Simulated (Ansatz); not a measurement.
System: NO2, charge -1, singlet. NO2- (SMILES O=N[O-]).
B3LYP-D3(BJ)/def2-TZVP minimum from Ansatz (a first-principles code):
```xyz
3

O      0.8460    -0.6824    -0.0378
N      0.2165     0.4063    -0.0289
O     -1.0354     0.3269     0.0631
```
Charge -1, spin multiplicity 1.

Total energies in aug-cc-pVDZ, 18 correlated electrons, 3 frozen orbitals. Open shells are spin-unrestricted; no spin-orbit coupling. Cores are frozen in correlated methods. No relativity. The T1 diagnostic of NO2- (O=N[O-], singlet) reaches 0.027 in the sets run.

```
method    program  energy (Eh)  minus CCSDT(Q) (mEh)
--------  -------  -----------  --------------------
HF         Ansatz   -204.12094                613.94
MP2        Ansatz   -204.70900                 25.88
CCSD       Ansatz   -204.70461                 30.26
CCSD(T)    Ansatz   -204.73148                  3.39
CCSDT(Q)   Ansatz   -204.73488                  0.00
```

Rough core times of Ansatz's runs on a shared machine: CCSD(T) under 20 s, CCSDT(Q) 2 min.
